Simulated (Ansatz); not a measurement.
Computed with r2SCAN-D4/def2-SVP (Ansatz, an electronic-structure program). No frequencies were computed at this level.

Ansatz 0.2 input:
```yaml
crystal:
  periodic: [false, false, false]
  atoms:
    - { symbol: W, position_ang: [-0.092408, -0.066747, -0.146332] }
    - { symbol: N, position_ang: [-0.828602, 1.801494, -0.443918] }
    - { symbol: H, position_ang: [-1.652677, 2.118414, -0.962856] }
    - { symbol: H, position_ang: [-0.386055, 2.657216, -0.095654] }
    - { symbol: N, position_ang: [1.382429, 0.796131, 0.965487] }
    - { symbol: H, position_ang: [1.379791, 1.034408, 1.95994] }
    - { symbol: H, position_ang: [2.258041, 1.178111, 0.598142] }
    - { symbol: N, position_ang: [-1.789639, -0.59609, -1.131635] }
    - { symbol: H, position_ang: [-2.01534, -1.557539, -1.400805] }
    - { symbol: H, position_ang: [-2.603276, -0.042382, -1.411413] }
    - { symbol: N, position_ang: [1.230026, -0.003086, -1.71967] }
    - { symbol: H, position_ang: [1.211525, 0.709418, -2.452204] }
    - { symbol: H, position_ang: [2.076986, -0.548056, -1.885801] }
    - { symbol: N, position_ang: [0.42545, -2.036249, -0.071433] }
    - { symbol: H, position_ang: [0.888809, -2.581025, -0.803841] }
    - { symbol: H, position_ang: [0.202417, -2.710123, 0.664918] }
    - { symbol: C, position_ang: [-1.062906, -0.423873, 1.875073] }
    - { symbol: H, position_ang: [-1.463061, 0.494072, 2.335999] }
    - { symbol: H, position_ang: [-0.39965, -0.853457, 2.641949] }
    - { symbol: H, position_ang: [-1.922794, -1.111355, 1.837328] }
basis:
  gaussian: { orbitals: def2-svp }
hamiltonian:
  xc: r2scan
  dispersion: d4
relax:
  max_steps: 150
```

Output:

```
Functional definition: r2SCAN
2079 factors; their error is unknown
mean field evaluation 1: about -10477.8279 eV, gradient 1.3e2 eV
mean field evaluation 2: about -10279.7062 eV, gradient 2.9e2 eV
mean field evaluation 4: about -10514.8855 eV, gradient 2.4e1 eV
mean field evaluation 8: about -10516.2825 eV, gradient 8.8e-1 eV
mean field evaluation 16: about -10516.1960 eV, gradient 1.3e-2 eV
mean field -10516.19600287 eV, -386.4630749717 hartree, gradient 2.0e-5 eV, S^2 0.000000; 0 other end points of the search recorded, 0 dependent functions left out
reference -10516.19603069 eV, -386.4630759940 hartree; 34, 34 occupied and 147, 147 virtual orbitals, 2079 factors
relax step   1: F+E_penalty+E_count = -10516.34153423 eV  Δ(F+E_penalty+E_count) = +0.000e0 eV  max|allowed force component| = 9.605e-1 eV/Å  Δτ_max = 0.0000 Å  (37 SCF iters, accepted)
these checks for a lower state are left out or cut short: starts, cluster_reference, orbital_swaps, neighbouring_geometries, increment
2079 factors; their error is unknown
mean field evaluation 32: about -10516.5929 eV, gradient 1.3e-5 eV
mean field -10516.59290200 eV, -386.4776607456 hartree, gradient 1.3e-5 eV, S^2 0.000000; 0 other end points of the search recorded, 0 dependent functions left out
reference -10516.59292999 eV, -386.4776617745 hartree; 34, 34 occupied and 147, 147 virtual orbitals, 2079 factors
relax step   2: F+E_penalty+E_count = -10516.74140343 eV  Δ(F+E_penalty+E_count) = -3.999e-1 eV  max|allowed force component| = 8.092e-1 eV/Å  Δτ_max = 0.1949 Å  (40 SCF iters, accepted)
these checks for a lower state are left out or cut short: starts, cluster_reference, orbital_swaps, neighbouring_geometries, increment
2079 factors; their error is unknown
mean field -10516.73129549 eV, -386.4827466128 hartree, gradient 1.1e-5 eV, S^2 0.000000; 0 other end points of the search recorded, 0 dependent functions left out
reference -10516.73132326 eV, -386.4827476332 hartree; 34, 34 occupied and 147, 147 virtual orbitals, 2079 factors
relax step   3: F+E_penalty+E_count = -10516.88026199 eV  Δ(F+E_penalty+E_count) = -1.389e-1 eV  max|allowed force component| = 6.482e-1 eV/Å  Δτ_max = 0.1984 Å  (41 SCF iters, accepted)
these checks for a lower state are left out or cut short: starts, cluster_reference, orbital_swaps, neighbouring_geometries, increment
2079 factors; their error is unknown
mean field -10516.80070488 eV, -386.4852973607 hartree, gradient 1.1e-5 eV, S^2 0.000000; 0 other end points of the search recorded, 0 dependent functions left out
reference -10516.80073228 eV, -386.4852983676 hartree; 34, 34 occupied and 147, 147 virtual orbitals, 2079 factors
relax step   4: F+E_penalty+E_count = -10516.94946873 eV  Δ(F+E_penalty+E_count) = -6.921e-2 eV  max|allowed force component| = 5.230e-1 eV/Å  Δτ_max = 0.1969 Å  (41 SCF iters, accepted)
these checks for a lower state are left out or cut short: starts, cluster_reference, orbital_swaps, neighbouring_geometries, increment
2079 factors; their error is unknown
mean field -10516.82295495 eV, -386.4861150357 hartree, gradient 1.8e-5 eV, S^2 0.000000; 0 other end points of the search recorded, 0 dependent functions left out
reference -10516.82298210 eV, -386.4861160334 hartree; 34, 34 occupied and 147, 147 virtual orbitals, 2079 factors
relax step   5: F+E_penalty+E_count = -10516.97168643 eV  Δ(F+E_penalty+E_count) = -2.222e-2 eV  max|allowed force component| = 3.524e-1 eV/Å  Δτ_max = 0.0892 Å  (33 SCF iters, accepted)
these checks for a lower state are left out or cut short: starts, cluster_reference, orbital_swaps, neighbouring_geometries, increment
2079 factors; their error is unknown
mean field -10516.79206771 eV, -386.4849799505 hartree, gradient 1.2e-5 eV, S^2 0.000000; 0 other end points of the search recorded, 0 dependent functions left out
reference -10516.79209488 eV, -386.4849809492 hartree; 34, 34 occupied and 147, 147 virtual orbitals, 2079 factors
relax step   6: F+E_penalty+E_count = -10516.94137783 eV  Δ(F+E_penalty+E_count) = +3.031e-2 eV  max|allowed force component| = 6.891e-1 eV/Å  Δτ_max = 0.1999 Å  (40 SCF iters, rejected (line search))
these checks for a lower state are left out or cut short: starts, cluster_reference, orbital_swaps, neighbouring_geometries, increment
2079 factors; their error is unknown
mean field evaluation 64: about -10516.8615 eV, gradient 1.3e1 eV
mean field -10516.83728831 eV, -386.4866417771 hartree, gradient 1.2e-5 eV, S^2 0.000000; 0 other end points of the search recorded, 0 dependent functions left out
reference -10516.83731556 eV, -386.4866427784 hartree; 34, 34 occupied and 147, 147 virtual orbitals, 2079 factors
relax step   7: F+E_penalty+E_count = -10516.98609208 eV  Δ(F+E_penalty+E_count) = -1.441e-2 eV  max|allowed force component| = 7.442e-2 eV/Å  Δτ_max = 0.0974 Å  (34 SCF iters, accepted)
these checks for a lower state are left out or cut short: starts, cluster_reference, orbital_swaps, neighbouring_geometries, increment
2079 factors; their error is unknown
mean field -10516.84219910 eV, -386.4868222452 hartree, gradient 2.0e-5 eV, S^2 0.000000; 0 other end points of the search recorded, 0 dependent functions left out
reference -10516.84222626 eV, -386.4868232435 hartree; 34, 34 occupied and 147, 147 virtual orbitals, 2079 factors
relax step   8: F+E_penalty+E_count = -10516.99103607 eV  Δ(F+E_penalty+E_count) = -4.944e-3 eV  max|allowed force component| = 4.809e-2 eV/Å  Δτ_max = 0.1000 Å  (34 SCF iters, accepted)
these checks for a lower state are left out or cut short: starts, cluster_reference, orbital_swaps, neighbouring_geometries, increment
2079 factors; their error is unknown
mean field -10516.84501471 eV, -386.4869257170 hartree, gradient 2.2e-5 eV, S^2 0.000000; 0 other end points of the search recorded, 0 dependent functions left out
reference -10516.84504181 eV, -386.4869267131 hartree; 34, 34 occupied and 147, 147 virtual orbitals, 2079 factors
relax step   9: F+E_penalty+E_count = -10516.99379382 eV  Δ(F+E_penalty+E_count) = -2.758e-3 eV  max|allowed force component| = 9.167e-2 eV/Å  Δτ_max = 0.1463 Å  (33 SCF iters, accepted)
these checks for a lower state are left out or cut short: starts, cluster_reference, orbital_swaps, neighbouring_geometries, increment
2079 factors; their error is unknown
mean field -10516.84600852 eV, -386.4869622390 hartree, gradient 1.2e-5 eV, S^2 0.000000; 0 other end points of the search recorded, 0 dependent functions left out
reference -10516.84603567 eV, -386.4869632367 hartree; 34, 34 occupied and 147, 147 virtual orbitals, 2079 factors
relax step  10: F+E_penalty+E_count = -10516.99480885 eV  Δ(F+E_penalty+E_count) = -1.015e-3 eV  max|allowed force component| = 3.198e-2 eV/Å  Δτ_max = 0.0133 Å  (36 SCF iters, accepted)
these checks for a lower state are left out or cut short: starts, cluster_reference, orbital_swaps, neighbouring_geometries, increment
2079 factors; their error is unknown
mean field evaluation 96: about -10516.8460 eV, gradient 2.2e-3 eV
mean field -10516.84603750 eV, -386.4869633037 hartree, gradient 1.3e-5 eV, S^2 0.000000; 0 other end points of the search recorded, 0 dependent functions left out
reference -10516.84606465 eV, -386.4869643018 hartree; 34, 34 occupied and 147, 147 virtual orbitals, 2079 factors
relax step  11: F+E_penalty+E_count = -10516.99485063 eV  Δ(F+E_penalty+E_count) = -4.178e-5 eV  max|allowed force component| = 3.986e-2 eV/Å  Δτ_max = 0.0214 Å  (35 SCF iters, accepted)
these checks for a lower state are left out or cut short: starts, cluster_reference, orbital_swaps, neighbouring_geometries, increment
2079 factors; their error is unknown
mean field -10516.84634219 eV, -386.4869745011 hartree, gradient 1.2e-5 eV, S^2 0.000000; 0 other end points of the search recorded, 0 dependent functions left out
reference -10516.84636935 eV, -386.4869754992 hartree; 34, 34 occupied and 147, 147 virtual orbitals, 2079 factors
relax step  12: F+E_penalty+E_count = -10516.99514982 eV  Δ(F+E_penalty+E_count) = -2.992e-4 eV  max|allowed force component| = 1.383e-2 eV/Å  Δτ_max = 0.0070 Å  (36 SCF iters, accepted)
these checks for a lower state are left out or cut short: starts, cluster_reference, orbital_swaps, neighbouring_geometries, increment
2079 factors; their error is unknown
mean field -10516.84636244 eV, -386.4869752451 hartree, gradient 1.2e-5 eV, S^2 0.000000; 0 other end points of the search recorded, 0 dependent functions left out
reference -10516.84638960 eV, -386.4869762433 hartree; 34, 34 occupied and 147, 147 virtual orbitals, 2079 factors
relax step  13: F+E_penalty+E_count = -10516.99517284 eV  Δ(F+E_penalty+E_count) = -2.302e-5 eV  max|allowed force component| = 1.042e-2 eV/Å  Δτ_max = 0.0074 Å  (38 SCF iters, accepted)
these checks for a lower state are left out or cut short: starts, cluster_reference, orbital_swaps, neighbouring_geometries, increment
2079 factors; their error is unknown
mean field -10516.84630443 eV, -386.4869731132 hartree, gradient 1.1e-5 eV, S^2 0.000000; 0 other end points of the search recorded, 0 dependent functions left out
reference -10516.84633158 eV, -386.4869741110 hartree; 34, 34 occupied and 147, 147 virtual orbitals, 2079 factors
relax step  14: F+E_penalty+E_count = -10516.99509653 eV  Δ(F+E_penalty+E_count) = +7.631e-5 eV  max|allowed force component| = 9.807e-3 eV/Å  Δτ_max = 0.0089 Å  (37 SCF iters, rejected (line search))
these checks for a lower state are left out or cut short: starts, cluster_reference, orbital_swaps, neighbouring_geometries, increment
2079 factors; their error is unknown
mean field -10516.84638086 eV, -386.4869759222 hartree, gradient 1.2e-5 eV, S^2 0.000000; 0 other end points of the search recorded, 0 dependent functions left out
reference -10516.84640802 eV, -386.4869769203 hartree; 34, 34 occupied and 147, 147 virtual orbitals, 2079 factors
relax step  15: F+E_penalty+E_count = -10516.99519131 eV  Δ(F+E_penalty+E_count) = -1.847e-5 eV  max|allowed force component| = 2.711e-3 eV/Å  Δτ_max = 0.0039 Å  (38 SCF iters, accepted)
2079 factors; their error is unknown
mean field evaluation 128: about -10516.8464 eV, gradient 2.3e-5 eV
mean field -10516.84638086 eV, -386.4869759222 hartree, gradient 2.3e-5 eV, S^2 0.000000; 1 other end points of the search recorded, 0 dependent functions left out
reference -10516.84640802 eV, -386.4869769203 hartree; 34, 34 occupied and 147, 147 virtual orbitals, 2079 factors
Total energy: -10516.99521847 eV, -386.4924456034 hartree
Atom 0 at    -0.063420    -0.005675    -0.177458 Å, force    -0.002114    -0.000511     0.002712 eV/Å
Atom 1 at    -0.751028     1.806304    -0.704579 Å, force     0.000901    -0.000278     0.000642 eV/Å
Atom 2 at    -1.456510     2.000103    -1.413024 Å, force    -0.000672     0.000241    -0.001145 eV/Å
Atom 3 at    -0.358430     2.675087    -0.351136 Å, force    -0.000848    -0.000239     0.000243 eV/Å
Atom 4 at     1.138694     0.987075     1.072670 Å, force     0.001989     0.000327     0.000944 eV/Å
Atom 5 at     0.937106     1.225788     2.040293 Å, force    -0.000575    -0.000219    -0.000673 eV/Å
Atom 6 at     1.931669     1.523878     0.728120 Å, force    -0.000550    -0.000272     0.000172 eV/Å
Atom 7 at    -1.865976    -0.447852    -0.931047 Å, force    -0.000582     0.000777    -0.000248 eV/Å
Atom 8 at    -2.179363    -1.410550    -1.022562 Å, force     0.000628    -0.000656     0.000407 eV/Å
Atom 9 at    -2.663138     0.184024    -0.952147 Å, force     0.000015     0.000809    -0.000492 eV/Å
Atom 10 at     1.387807    -0.092270    -1.520155 Å, force     0.000899    -0.002452    -0.000780 eV/Å
Atom 11 at     1.388399     0.541436    -2.316208 Å, force    -0.000121     0.000568    -0.000306 eV/Å
Atom 12 at     2.153851    -0.758313    -1.564060 Å, force     0.000419     0.000716    -0.000549 eV/Å
Atom 13 at     0.295842    -1.996092    -0.209259 Å, force     0.000756    -0.000094    -0.001148 eV/Å
Atom 14 at     0.617456    -2.491705    -1.038115 Å, force    -0.000076     0.000219     0.000234 eV/Å
Atom 15 at    -0.085026    -2.660518     0.461482 Å, force    -0.000091     0.000464    -0.000222 eV/Å
Atom 16 at    -0.788995    -0.649067     1.801607 Å, force     0.000979     0.001527     0.000344 eV/Å
Atom 17 at    -1.269196     0.243221     2.246498 Å, force    -0.000133    -0.000142    -0.000336 eV/Å
Atom 18 at     0.024299    -0.978835     2.464334 Å, force    -0.000190     0.000050    -0.000063 eV/Å
Atom 19 at    -1.554975    -1.436758     1.738019 Å, force    -0.000634    -0.000834     0.000266 eV/Å
Dipole moment:     0.012867     0.204368    -0.322711 e Å
```

Cost: very roughly 4 core-minutes.
